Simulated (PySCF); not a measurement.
BrH7Si4.
Numbering: `[Br:1][SiH:2]1[SiH2:3][SiH2:4][SiH2:5]1` (hydrogens: H6 on Si2; H7, H8 on Si3; H9, H10 on Si4; H11, H12 on Si5)

Cartesian coordinates in Å at the PBE0-D3(BJ)/def2-SVP level; atoms count from 1:
```xyz
12
BrH7Si4 angstrom
Br     2.5485    0.9225   -1.1615
Si     1.3562    0.5486    0.7133
Si    -0.7512    1.4798    0.2320
Si    -1.1429   -0.4839   -1.0299
Si     0.4231   -1.5850    0.3652
H      2.1994    0.9227    1.8863
H     -1.6265    1.4545    1.4483
H     -0.8026    2.8245   -0.4143
H     -0.6467   -0.3578   -2.4329
H     -2.5390   -1.0172   -1.0253
H     -0.2755   -2.0676    1.5996
H      1.3038   -2.6566   -0.1869
```

Method used: PBE0-D3(BJ)/def2-SVP geometry optimisation, gas phase (PySCF 2.14.0).

Masses are those of the commonest isotopes; rigid-rotor values at the optimised geometry. The values belong to one conformer with, in the numbering `[Br:1][SiH:2]1[SiH2:3][SiH2:4][SiH2:5]1`, Br1–Si2–Si3–Si4 78°, Si2–Si3–Si4–Si5 26°, Si3–Si4–Si5–Si2 -26°, Br1–Si2–Si5–Si4 -78°.

**Question.** Give the principal moments of inertia and the rotational constants in GHz.

**Answer.** Ia = 288.20, Ib = 617.94, Ic = 680.77 u·Å²; 505379 MHz·u·Å²/I gives 1754, 817.8 and 742.4 MHz, that is A = 1.7536, B = 0.8178, C = 0.7424 GHz.

**Question.** What kind of rotor is it?

**Answer.** An asymmetric top. Ray's parameter κ = (2B − A − C)/(A − C) = -0.851; −1 is the prolate and +1 the oblate limit.

**Question.** What does the inertial defect say?

**Answer.** Not planar: Δ = Ic − Ia − Ib = -225.37 u·Å². For a rigid frame Δ = −2 Σ m c², so Σ m c² = 112.69 u·Å² lies off the ab plane: 18.57 from hydrogen and 94.11 from heavier atoms. The atom farthest from that plane is 2.56 Å away.

**Question.** Give the other two planar moments, Paa and Pbb, and the rms extents of the mass along the axes.

**Answer.** Paa = Σ m a² = (Ib + Ic − Ia)/2 = 505.25 and Pbb = Σ m b² = (Ia + Ic − Ib)/2 = 175.52 u·Å². With the mass M = 197.88 u, the rms extents √(P/M) along a, b and c are 1.60, 0.94, 0.75 Å.

**Question.** Which types of transition are allowed, and where do some lines up to J = 2 fall?

**Answer.** The dipole components are |μa| = 1.20 D, |μb| = 0.00 D, |μc| = 0.67 D; the mirror of this Cs structure is the ac plane, so μb vanishes by symmetry and there are no b-type lines. The squared components, which scale the intensities, stand as 1.00 : 0.31 (a : c). Some lines, for components of 0.1 D or more:

| type | branch | J(Ka,Kc) | MHz | lower level (cm⁻¹) |
| --- | --- | --- | --- | --- |
| c | Q | 2(1,2) ← 2(0,2) | 865 | 0.156 |
| c | Q | 1(1,1) ← 1(0,1) | 936 | 0.052 |
| a | R | 1(0,1) ← 0(0,0) | 1560 | 0.000 |
| c | R | 1(1,0) ← 0(0,0) | 2571 | 0.000 |
| c | Q | 2(2,1) ← 2(1,1) | 2807 | 0.192 |
| a | R | 2(1,2) ← 1(1,1) | 3045 | 0.083 |
| a | R | 2(0,2) ← 1(0,1) | 3116 | 0.052 |
| a | R | 2(1,1) ← 1(1,0) | 3196 | 0.086 |
| c | R | 2(1,1) ← 1(0,1) | 4207 | 0.052 |
| c | R | 2(2,0) ← 1(1,0) | 6007 | 0.086 |
| c | R | 2(2,1) ← 1(1,1) | 6078 | 0.083 |

**Question.** Estimate the classical rotational partition function at 10 K, 50 K and 500 K.

**Answer.** Point group Cs, symmetry number σ = 1; q = (√π/σ)·√((kT/h)³/(ABC)), k/h = 20836.6 MHz/K: 5170 at 10 K, 57800 at 50 K, 1830000 at 500 K.

No PBE0-D3(BJ)/def2-SVP frequencies stand behind this structure, so it isn't proved a minimum. Zero-point vibration and centrifugal distortion are left out. Quadrupole hyperfine structure (79Br) is left out.

The run took 4.2 min on Arm Neoverse N1, one thread, shared host with 64 logical CPUs at a one-minute load of 60, and the process peaked at 0.68 GiB of memory. This is the geometry optimisation.
